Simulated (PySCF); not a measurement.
This PySCF input asks for the NMR shieldings of `F[C@H](C)C1=C[SiH2]CC=CC1`, C8H13FSi; the geometry comes from GFN2-xTB.

```python
import basis_set_exchange as bse
import numpy as np
from pyscf import gto, dft
from pyscf.prop import nmr

atoms = """
C    -2.824089   -0.359701    0.610857
C    -2.195023    0.290458   -0.617700
F    -2.710136    1.569102   -0.742009
C    -0.688926    0.324475   -0.514078
C    -0.035774    1.433806   -0.179028
Si    1.814342    1.646821    0.051590
C     2.689762   -0.051524   -0.012193
C     1.924888   -1.051640    0.783503
C     0.716790   -1.483652    0.450569
C    -0.019513   -1.005451   -0.769454
H    -3.907930   -0.345165    0.523288
H    -2.485975   -1.386803    0.704202
H    -2.532877    0.192579    1.501235
H    -2.502119   -0.234074   -1.534167
H    -0.632981    2.321683   -0.009185
H     2.368728    2.497984   -1.011330
H     2.048425    2.260268    1.367064
H     2.748395   -0.374695   -1.053762
H     3.711346    0.025078    0.355437
H     2.388548   -1.410029    1.692406
H     0.199806   -2.198005    1.075430
H     0.685156   -0.889482   -1.596734
H    -0.765596   -1.745050   -1.065860
"""
names = dict.fromkeys(["C", "F", "Si", "H"], "pcSseg-1")
basis = {el: gto.basis.parse(bse.get_basis(n, elements=[el], fmt="nwchem")) for el, n in names.items()}
mol = gto.M(atom=atoms, basis=basis, charge=0, verbose=0)
mf = dft.RKS(mol, xc="PBE0")
mf.grids.level = 2
mf.grids.alignment = dft.numint.BLKSIZE   # the property module wants whole blocks of grid points
mf.conv_tol = 1e-9
mf.kernel()

calc = nmr.RKS(mf)   # GIAO
C = mf.mo_coeff
Co = C[:, mf.mo_occ > 0]
resp = mf.gen_response(singlet=True, hermi=2)
def vind(x):   # induced exchange potential for any number of trial vectors
    d = np.einsum("pi,xij,qj->xpq", C, 2 * x.reshape(-1, C.shape[1], Co.shape[1]), Co, optimize=True)
    return np.einsum("xpq,pi,qj->xij", resp(d - d.transpose(0, 2, 1)), C, Co, optimize=True).ravel()
mo1, _ = nmr.rhf.solve_mo1(calc, with_cphf=vind)
sigma = calc.kernel(mo1)
for i, s in enumerate(sigma):   # ppm
    print("%2d %-2s %9.2f" % (i, mol.atom_pure_symbol(i), np.trace(s) / 3))
```

Question: What are the results?

Answer: 
```
 0 C     163.58
 1 C      90.30
 2 F     372.85
 3 C      14.43
 4 C      69.75
 5 Si    417.87
 6 C     173.47
 7 C      51.82
 8 C      47.30
 9 C     153.49
10 H      30.02
11 H      30.42
12 H      30.60
13 H      26.70
14 H      25.69
15 H      27.17
16 H      27.38
17 H      29.42
18 H      30.07
19 H      25.52
20 H      25.49
21 H      28.24
22 H      29.79
```

These numbers come from an equivalent density-fitted implementation of the same equations, which agrees with the script to about 0.01 ppm for H and up to a few tenths of a ppm for heavy atoms, so last digits may differ.

Question: Turn these shieldings into chemical shifts. Scale: $^{13}$C (σ = 186.93 ppm) and $^{29}$Si (σ = 349.16 ppm) and $^{1}$H (σ = 31.72 ppm) against TMS; CFCl3 for $^{19}$F (σ = 170.95 ppm) (reference shieldings calculated alike).

Answer: Averaging equivalent atoms: C 3: 172.5; C 8: 139.6; C 7: 135.1; C 4: 117.2; C 1: 96.6; C 9: 33.4; C 0: 23.3; C 6: 13.5; F 2: -201.9; Si 5: -68.7; H 20: 6.23; H 19: 6.19; H 14: 6.02; H 13: 5.02; H 15: 4.55; H 16: 4.34; H 21: 3.48; H 17: 2.29; H 22: 1.93; H 18: 1.65; H 10/11/12: 1.37 ppm. Unscaled 19F shifts against computed CFCl3 carry errors that often reach 10 to 50 ppm.

Size and cost of the density-fitted run: 242 basis functions, 2.6 min wall time on 1 thread of an AMD EPYC, shared host; peak memory 1.1 GiB.
